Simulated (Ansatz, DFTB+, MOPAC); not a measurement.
System: C3H6S, charge 0, multiplicity 1. SMILES: S1CCC1

Atoms: C1, C2, S3, C4, H5, H6, H7, H8, H9, H10. Bonds: C1-C2, C1-C4, C1-H5, C1-H6, C2-S3, C2-H7, C2-H8, S3-C4, C4-H9, C4-H10.

Bond lengths (Å) and angles (degrees) optimised at PM6 with MOPAC; PM7 with MOPAC; SCC-DFTB with DFTB+; HF/3-21G with Ansatz (a quantum-chemistry and plane-wave program); HF/6-31G* with Ansatz; PBE/6-31G* with Ansatz, each started from the B3LYP-D3(BJ)/def2-TZVP structure (Ansatz) of the last column. A row stands for all coordinates that are equal there; 8 of 16 kinds are shown. 6-31G* holds six Cartesian d functions. No wavenumbers were computed at SCC-DFTB, PBE/6-31G*, so these may be saddle points.

| coordinate | PM6 | PM7 | SCC-DFTB | HF/3-21G | HF/6-31G* | PBE/6-31G* | B3LYP-D3(BJ)/def2-TZVP |
|---|---|---|---|---|---|---|---|
| C1-C2 | 1.536 | 1.537 | 1.521 | 1.555 | 1.541 | 1.545 | 1.540 |
| C1-H5 | 1.103 | 1.102 | 1.104 | 1.081 | 1.084 | 1.104 | 1.091 |
| C1-H6 | 1.096 to 1.103 | 1.095 to 1.102 | 1.104 | 1.077 to 1.080 | 1.082 | 1.103 | 1.090 |
| C2-S3 | 1.841 | 1.854 | 1.845 | 1.921 | 1.834 | 1.863 | 1.849 |
| C2-H7 | 1.096 | 1.095 | 1.104 | 1.076 | 1.081 | 1.101 | 1.088 |
| C2-C1-C4 | 98.9 | 99.0 | 98.3 | 97.8 | 96.3 | 96.2 | 96.5 |
| C1-C2-S3 | 91.2 | 91.4 | 92.3 | 92.1 | 91.4 | 91.1 | 91.1 |
| C2-S3-C4 | 78.7 | 78.1 | 77.1 | 75.2 | 77.5 | 76.3 | 76.8 |

A range marks coordinates that this level makes unequal.

Mean signed difference of all 10 bond lengths from B3LYP-D3(BJ)/def2-TZVP: PM6 0.003 Å, PM7 0.005 Å, SCC-DFTB 0.004 Å, HF/3-21G 0.011 Å, HF/6-31G* -0.007 Å, PBE/6-31G* 0.012 Å.
